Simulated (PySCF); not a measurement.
Al$_{2}$BH$_{3}$N (calculated)

Computed with PySCF 2.14.0. Calculation on a computer-drawn molecule: optimised geometry and harmonic frequencies of an isolated molecule of the commonest isotopes, restricted reference for singlets and unrestricted otherwise, frozen core in MP2.

Al$_{2}$BH$_{3}$N

Start structure:
```xyz
7
Al2BH3N
B      3.3621     1.0927    -0.9206
Al     1.4083     0.7607    -1.1322
N     -0.2305     0.4871    -1.3472
Al    -1.9843     0.1249    -1.4265
H      4.3280     1.4604    -1.4004
H     -2.7350    -1.1046    -0.7798
H     -3.0156     1.1839    -2.1015
```

| Quantity | Value |
| --- | --- |
| charge | 0 |
| multiplicity | 2 |
| method | HF |
| basis | cc-pV(D+d)Z |
| rotational constants | 123.8, 1.552, 1.536 GHz |
| total energy | -564.6301 hartree |
| spin squared | 0.7614 |
| convergence status largest gradient component | 2.999e-05 hartree/bohr |

Drawn bonds:
| atom | other atom | order |
| --- | --- | --- |
| 1 | 2 | 1 |
| 2 | 3 | 2 |
| 3 | 4 | 1 |
| 1 | 5 | 1 |
| 4 | 6 | 1 |
| 4 | 7 | 1 |

Optimised structure:
```xyz
7
Al2BH3N
B      3.3221     1.2857    -0.9334
Al     1.3114     0.8186    -1.1937
N     -0.2935     0.5142    -1.2723
Al    -2.0017     0.1637    -1.4021
H      4.4217     1.2280    -1.3798
H     -2.6192    -1.1855    -0.8291
H     -3.0078     1.1804    -2.0978
```

Modes:
| frequency (cm⁻¹) | reduced mass (dalton) |
| --- | --- |
| 67.68 | 5.265 |
| 72.71 | 3.969 |
| 144.6 | 2.946 |
| 176.5 | 1.534 |
| 184.4 | 6.127 |
| 378.7 | 1.646 |
| 490 | 3.713 |
| 604.6 | 1.259 |
| 670.8 | 1.194 |
| 712.7 | 6.415 |
| 874 | 1.085 |
| 1331 | 15.55 |
| 1923 | 1.059 |
| 1951 | 1.025 |
| 2825 | 1.097 |
